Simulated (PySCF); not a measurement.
## Ionisation energy of Ne²⁺ by level of theory

Ne²⁺ [He] 2s2 2p4 (3P) → Ne³⁺ [He] 2s2 2p3 (4S), as a difference of total energies. All numbers are calculated (PySCF 2.14, scalar relativity by spin-free X2C-1e, in aug-cc-pVDZ-DK). Correlated levels: valence: 1s2 frozen. The calculations carry no spin-orbit coupling.

```tsv
method	ionisation energy (eV)	plus first-order spin-orbit estimate	error of that sum (eV)
UHF	61.693	61.729	-1.694
LDA	63.608	63.644	+0.221
PBE	63.874	63.910	+0.487
PBE0	63.689	63.725	+0.302
r2SCAN	63.535	63.570	+0.147
BLYP	64.011	64.047	+0.624
M06-2X	63.400	63.435	+0.012
PW91	64.014	64.050	+0.627
CAM-B3LYP	63.948	63.983	+0.560
MP2 (valence)	62.450	62.485	-0.938
SCS-MP2 (valence)	62.448	62.483	-0.940
```

Reference: 63.423 eV (measured; NIST Atomic Spectra Database, ionization energies).

A first-order spin-orbit estimate (lowest level to lowest level, LS coupling) adds 0.036 eV.

Errors of the correlated levels include the incompleteness of this basis and the frozen core.
